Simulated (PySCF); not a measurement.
**Does the structure fit the spectrum?**

A compound C6H8O2Si gives the data below (simulated from a calculation) and was assigned the structure `COC(=O)C1=CC=C[SiH2]1`.

¹³C{¹H} NMR (computed): δ 155.1 (C), 148.0 (C), 128.5 (CH), 123.4 (CH), 120.4 (CH), 118.0 (CH).

¹H NMR (500 MHz, computed): δ 7.29 (m, 1H), 7.26 (m, 1H), 7.00 (m, 1H), 6.87 (m, 1H), 5.68 (br s, 1H), 5.19 (s, 3H).

Theoretical values (PySCF 2.14): σ from GIAO-PBE0/pcSseg-1, coordinates at the GFN2-xTB level. Averaged over atoms made equivalent by symmetry, fast rotation or ring inversion, no solvent model, single conformer, non-relativistic.

References, each an isolated molecule treated in the same way: ¹H, ¹³C against TMS.

(1) Compare with the shifts computed for the proposed structure, pairing carbons in order of shift.

(2) Which isomer fits?

Answers

(1) Structure with atom numbers: `[CH3:1][O:2][C:3](=[O:4])[C:5]1=[CH:6][CH:7]=[CH:8][SiH2:9]1`. Hydrogens are named by the atom that carries them.

```tsv
atom	computed for proposal	given list	difference
C3	170.9	155.1	+15.8
C6	166.3	148.0	+18.3
C7	155.3	128.5	+26.8
C8	146.5	123.4	+23.1
C5	140.1	120.4	+19.7
C1	49.9	118.0	-68.1
```

The rms difference is 33.8 ppm and the largest -68.1 ppm at C1 (methyl carbon bonded to O). The carbon types in order of shift don't match either: C, CH, CH, CH, C, CH3 for the proposal against C, C, CH, CH, CH, CH in the data. The proposal doesn't fit.

(2) SMILES Oc1ccccc1O[SiH3].

1. Carbon types of the structure: 2 × C, 4 × CH, leaving 4 H on heteroatoms.
2. δC 155.1, 148.0: aromatic carbon bearing oxygen; σ withdrawal by the attached heteroatom moves it downfield of the ring CH carbons.
3. δC 128.5, 123.4, 120.4, 118.0: aromatic CH.
4. δH 7.29, 7.26, 7.00, 6.87: hydrogen on an aromatic CH.
5. δH 5.68: hydrogen on a phenol-type oxygen; exchangeable, gas-phase position.

The shifts were computed for this structure.

Exchangeable OH/NH protons stand at their gas-phase positions; hydrogen bonding in a real sample shifts them, mostly to higher δ. Shifts are as computed. Against solution values, carbons near 30 ppm lie about +3 ppm off and those near 130 ppm about +5 ppm. Of 1313 compounds with measured shifts, 239 miss one by over three times the rms of a fit or turn the order of signals round; such compounds aren't used in these exercises. Multiplicities follow the n + 1 count of equivalent neighbours, as no J values were calculated; m marks all less simple cases, F and P coupling included.
